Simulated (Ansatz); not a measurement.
Consider the cleavage of the Si–Si bond: `O[SiH2][SiH3]` + `[SiH3]CS` → `O[SiH2]SC[SiH3]` + SiH₄.

Computed with Ansatz on PBE0-D4/def2-TZVP structures; ΔE is electronic, products minus reactants. CCSD(T)/CBS is the MP2 limit (def2-TZVPP, def2-QZVPP) plus CCSD(T) − MP2 in def2-TZVPP, frozen cores. This one scheme is used for every species. Functionals use def2-TZVPP. B3LYP here is the variant with VWN-RPA as its local correlation; programs differ in this. One conformer a species, not always the lowest.

```json
{"level": "PBE-D4", "ΔE (kJ/mol)": "-62.4", "difference from CCSD(T)/CBS": "10.8"}
{"level": "r2SCAN-D4", "ΔE (kJ/mol)": "-70.0", "difference from CCSD(T)/CBS": "3.2"}
{"level": "PBE0-D4", "ΔE (kJ/mol)": "-65.4", "difference from CCSD(T)/CBS": "7.8"}
{"level": "B3LYP-D4", "ΔE (kJ/mol)": "-71.1", "difference from CCSD(T)/CBS": "2.1"}
{"level": "ωB97X-V", "ΔE (kJ/mol)": "-69.2", "difference from CCSD(T)/CBS": "4.0"}
{"level": "ωB97M-V", "ΔE (kJ/mol)": "-75.7", "difference from CCSD(T)/CBS": "-2.5"}
{"level": "B2PLYP", "ΔE (kJ/mol)": "-70.2", "difference from CCSD(T)/CBS": "3.0"}
{"level": "PBE", "ΔE (kJ/mol)": "-57.1", "difference from CCSD(T)/CBS": "16.1"}
{"level": "r2SCAN", "ΔE (kJ/mol)": "-68.4", "difference from CCSD(T)/CBS": "4.8"}
{"level": "PBE0", "ΔE (kJ/mol)": "-60.7", "difference from CCSD(T)/CBS": "12.5"}
{"level": "B3LYP", "ΔE (kJ/mol)": "-62.6", "difference from CCSD(T)/CBS": "10.6"}
{"level": "HF/def2-TZVPP", "ΔE (kJ/mol)": "-70.3", "difference from CCSD(T)/CBS": "2.9"}
{"level": "MP2/def2-TZVPP", "ΔE (kJ/mol)": "-81.6", "difference from CCSD(T)/CBS": "-8.4"}
{"level": "SCS-MP2/def2-TZVPP", "ΔE (kJ/mol)": "-78.0", "difference from CCSD(T)/CBS": "-4.8"}
{"level": "CCSD/def2-TZVPP", "ΔE (kJ/mol)": "-69.4", "difference from CCSD(T)/CBS": "3.8"}
{"level": "CCSD(T)/def2-TZVPP", "ΔE (kJ/mol)": "-71.3", "difference from CCSD(T)/CBS": "1.9"}
{"level": "HF/def2-QZVPP", "ΔE (kJ/mol)": "-70.2", "difference from CCSD(T)/CBS": "3.0"}
{"level": "MP2/def2-QZVPP", "ΔE (kJ/mol)": "-82.7", "difference from CCSD(T)/CBS": "-9.5"}
{"level": "SCS-MP2/def2-QZVPP", "ΔE (kJ/mol)": "-79.0", "difference from CCSD(T)/CBS": "-5.8"}
{"level": "HF/CBS(def2)", "ΔE (kJ/mol)": "-70.2", "difference from CCSD(T)/CBS": "3.0"}
{"level": "MP2/CBS(def2)", "ΔE (kJ/mol)": "-83.5", "difference from CCSD(T)/CBS": "-10.3"}
{"level": "CCSD/CBS(def2)", "ΔE (kJ/mol)": "-71.3", "difference from CCSD(T)/CBS": "1.9"}
{"level": "CCSD(T)/CBS", "ΔE (kJ/mol)": "-73.2", "difference from CCSD(T)/CBS": "0"}
```

Largest T1 diagnostic among the species: 0.012.

From PBE to PBE0 (25 % exact exchange), in def2-TZVPP and without D4, ΔE moves by −3.6 kJ/mol. The D4 term adds −8.5 kJ/mol with B3LYP and −4.7 kJ/mol with PBE0; it sums over pairs of atoms, weighted by their polarisabilities, and B3LYP, whose exchange is more repulsive, gets the larger term.
